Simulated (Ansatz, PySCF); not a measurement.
Process, species as SMILES: O[Si](Cl)(Cl)Cl [trichloro(hydroxy)silane] + 3 [SiH4] (SiH4) -> O[SiH3] [hydroxysilane] + 3 [SiH3]Cl [chlorosilane]
Each molecule is optimised on its own at B3LYP-D3(BJ)/def2-TZVP (Ansatz, a first-principles code), one conformer each, not searched for the lowest. Frequencies are from Ansatz or PySCF.
Geometry of the first species:
```xyz
6

Si     0.2280    -0.0390     0.1385
Cl     0.3609     1.6070    -1.0631
Cl    -0.2065    -1.6452    -1.0459
Cl    -1.2385     0.2241     1.5130
O      1.6023    -0.2744     0.9646
H      2.4188    -0.4195     0.4774
```
Charge 0, spin multiplicity 1.

Quantity: bond separation energy (0 K, with B3LYP-D3(BJ) harmonic zero-point energies), in kcal/mol. Correlated levels leave the core frozen unless marked. No spin-orbit coupling. Non-relativistic unless marked X2C. CBS marks a two-point X^-3 extrapolation of the correlation energy; Hartree-Fock from the larger set.

```tsv
level	program	bond separation energy (kcal/mol)
SVWN5/def2-TZVPD	Ansatz	___
PBE/def2-TZVPD	Ansatz	10.7
PBE0-D3(BJ)/def2-TZVPD	Ansatz + dftd3	11.2
BHLYP/def2-TZVPD	Ansatz	___
CAM-B3LYP-D3(BJ)/def2-TZVPD	Ansatz + dftd3	___
B2GP-PLYP-D3(BJ)/def2-TZVPD	Ansatz + dftd3	10.6
B2PLYP/def2-TZVPD	Ansatz	___
SCS-MP2/STO-3G	Ansatz	2.2
SCS-MP2/cc-pV(D+d)Z	Ansatz	11.4
SCS-MP2/cc-pV(T+d)Z	Ansatz	9.9
X2C-CCSD(T)/cc-pVTZ-DK	Ansatz	11.2
CCSD(T)/CBS(cc-pV(T+d)Z,cc-pV(Q+d)Z)	Ansatz	10.6
```

Question: What belongs in the gaps?

Answer: 
- SVWN5/def2-TZVPD, bond separation energy (kcal/mol): 14.8
- BHLYP/def2-TZVPD, bond separation energy (kcal/mol): 7.7
- CAM-B3LYP-D3(BJ)/def2-TZVPD, bond separation energy (kcal/mol): 10.3
- B2PLYP/def2-TZVPD, bond separation energy (kcal/mol): 9.5
